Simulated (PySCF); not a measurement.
SeI: energy against distance

Set-up: basis Se cc-pVDZ-PP with ECP10, I cc-pVDZ-PP with ECP28; scalar-relativistic core potentials; PySCF 2.14. Energies in eV from Se + I in their ground configurations at the same level. State: ²Π (doublet), unpaired electrons π ↑.

```json
{"R (Å)": "2.129", "PBE": "-1.070"}
{"R (Å)": "2.228", "PBE": "-1.845"}
{"R (Å)": "2.327", "PBE": "-2.269"}
{"R (Å)": "2.402", "PBE": "-2.425"}
{"R (Å)": "2.476", "PBE": "-2.481"}
{"R (Å)": "2.550", "PBE": "-2.464"}
{"R (Å)": "2.649", "PBE": "-2.360"}
{"R (Å)": "2.773", "PBE": "-2.149"}
{"R (Å)": "2.922", "PBE": "-1.836"}
{"R (Å)": "3.120", "PBE": "-1.395"}
```

Task: Put a parabola through the three lowest points of the PBE curve and estimate Re, k and ωe (reduced mass 49.04 u; 1 eV/Å² = 0.16022 mdyn/Å; ωe = 1302.8·√(k/μ) cm⁻¹).

Result: Through R = 2.402, 2.476, 2.55 Å the second-order coefficient is 6.67 eV/Å², so Re ≈ 2.496 Å, k ≈ 2.14 mdyn/Å and ωe ≈ 272 cm⁻¹. A polynomial fit of higher order to the unrounded PBE energies gives Re = 2.492 Å, k = 1.98 mdyn/Å, ωe = 262 cm⁻¹; anharmonicity and rounding make the difference.

The higher-order fit for each curve: PBE: Re = 2.492 Å, ωe = 262 cm⁻¹, De = 2.48 eV.

These are scalar-relativistic numbers at best; spin–orbit coupling would shift them, the dissociation energy most. The state is the lowest determinant that a PBE0 search found; another state may lie lower at other levels.
